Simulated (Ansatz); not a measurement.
The cluster Ca3⁺, 3 atoms. Hardware: 4 threads of Arm Neoverse V1 on a shared host.

Correlated methods freeze 15 core orbitals; core or outer-core shells of Ca are correlated, in sets that lack core-valence functions.

Q: How many basis functions does each of these Ansatz runs have, and roughly what does it cost? r2SCAN/def2-TZVP, charge 0 singlet at the geometry of the charge 1 doublet, energy, from earlier orbitals; LC-ωPBE/def2-TZVP, charge 1 doublet, energy, from earlier orbitals; LDA (SPW92)/def2-TZVP, charge 1 quartet, energy, from earlier orbitals; r2SCAN/def2-TZVP, charge 1 quartet, energy, from earlier orbitals; PBE/def2-TZVP, charge 1 doublet, energy, from earlier orbitals; r2SCAN/def2-TZVP, charge 0 triplet at the geometry of the charge 1 doublet, energy, from earlier orbitals; B2PLYP/def2-TZVP, charge 1 quartet, energy, from earlier orbitals; PBE0/def2-TZVP, charge 0 triplet at the geometry of the charge 1 doublet, energy; MP2/def2-TZVP, charge 1 doublet, energy, from earlier orbitals; B2PLYP/def2-TZVP, charge 1 doublet, energy, from earlier orbitals; r2SCANh/def2-TZVP, charge 1 quartet, energy, from earlier orbitals; PBE-QIDH/def2-TZVP, charge 1 quartet, energy, from earlier orbitals.

A: Other jobs shared the machine, so times can vary by a factor of up to 3. A dash marks memory too small to be measured apart from the calling script's.

```csv
run,functions,fitting or Cholesky vectors,wall time,peak host memory (GiB)
"LDA (SPW92)/def2-TZVP, charge 1 quartet, energy, from earlier orbitals",108,1101,1.3 s,–
"MP2/def2-TZVP, charge 1 doublet, energy, from earlier orbitals",108,1152,1.9 s,–
"PBE/def2-TZVP, charge 1 doublet, energy, from earlier orbitals",108,1101,2.5 s,–
"r2SCAN/def2-TZVP, charge 0 singlet at the geometry of the charge 1 doublet, energy, from earlier orbitals",108,1101,2.7 s,–
"PBE-QIDH/def2-TZVP, charge 1 quartet, energy, from earlier orbitals",108,1152,4.7 s,–
"B2PLYP/def2-TZVP, charge 1 doublet, energy, from earlier orbitals",108,1152,4.9 s,–
"B2PLYP/def2-TZVP, charge 1 quartet, energy, from earlier orbitals",108,1152,5.5 s,–
"PBE0/def2-TZVP, charge 0 triplet at the geometry of the charge 1 doublet, energy",108,1152,6 s,–
"r2SCAN/def2-TZVP, charge 1 quartet, energy, from earlier orbitals",108,1101,6.5 s,–
"r2SCANh/def2-TZVP, charge 1 quartet, energy, from earlier orbitals",108,1152,7.5 s,–
"LC-ωPBE/def2-TZVP, charge 1 doublet, energy, from earlier orbitals",108,1101,9 s,–
"r2SCAN/def2-TZVP, charge 0 triplet at the geometry of the charge 1 doublet, energy, from earlier orbitals",108,1101,17 s,–
```
